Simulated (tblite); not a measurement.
Species: C6H14OSSi.
Bonds: C1–C2, C2–Si3, Si3–S4, S4–C5, C5–C6, C5–C7, C5–C8, C8–O9 (double). Hydrogens: H10, H11, H12 on C1; H13, H14 on C2; H15, H16 on Si3; H17, H18, H19 on C6; H20, H21, H22 on C7; H23 on C8.

The geometry is computed with GFN2-xTB (gas phase).

Problem. List the bond lengths, angles and torsions at this level.

Solution. 
```tsv
bond	length (Å)	order
C1–C2	1.522	single
C2–Si3	1.895	single
Si3–S4	2.166	single
S4–C5	1.864	single
C5–C6, C5–C7	1.518	single
C5–C8	1.495	single
C8=O9	1.205	double
C1–H10, C1–H11, C1–H12	1.087	single
C2–H13, C2–H14	1.091	single
Si3–H15, Si3–H16	1.458	single
C6–H17 and 5 like bonds	1.088	single
C8–H23	1.105	single
```

Bonds in one row agree within 0.01 Å and their mean is given. Orders are formal, as drawn. A selection of angles:
```tsv
angle	degrees
C2–C1–H10	111.0
H10–C1–H11	108.3
C1–C2–Si3	111.6
C1–C2–H13	109.3
Si3–C2–H13	110.2
H13–C2–H14	106.3
C2–Si3–S4	103.1
C2–Si3–H15	110.8
S4–Si3–H15	108.6
H15–Si3–H16	113.0
Si3–S4–C5	105.3
S4–C5–C6	112.0
S4–C5–C7	107.3
S4–C5–C8	96.6
C6–C5–C7	112.5
C6–C5–C8	114.1
C5–C6–H17	110.5
C5–C6–H18	110.2
H17–C6–H18	109.4
H18–C6–H19	108.4
C5–C8–O9	125.0
C5–C8–H23	113.5
O9–C8–H23	121.4
```

Torsions: C1–C2–Si3–S4 -175° (antiperiplanar); C2–Si3–S4–C5 -170° (antiperiplanar); Si3–S4–C5–C6 60° (synclinal); S4–C5–C8–O9 91° (anticlinal). The mirror-image conformer, all signs reversed, is as good.

The C–C distances run from 1.495 Å (C5–C8, drawn single) to 1.522 Å (C1–C2, drawn single), a spread of 0.027 Å. Si3 (SiH2 silicon) is distorted tetrahedral (angles from 103.1° to 113.0°). S4 (sulfur bonded to C and Si) is bent (angle 105.3°). Of the pairs four or more bonds apart, Si3···O9 is among the closest relative to their van der Waals radii: 3.03 Å, 84 % of the sum of Bondi's values.

Point group: C1 (no symmetry element, even within 0.4 Å). GFN2-xTB frequencies show an imaginary mode (20i cm⁻¹), so the point is no minimum at that level. 3 starts were optimised and ended at 0.00, 2.48 and 3.89 kcal/mol (GFN2-xTB); the lowest of these is shown.
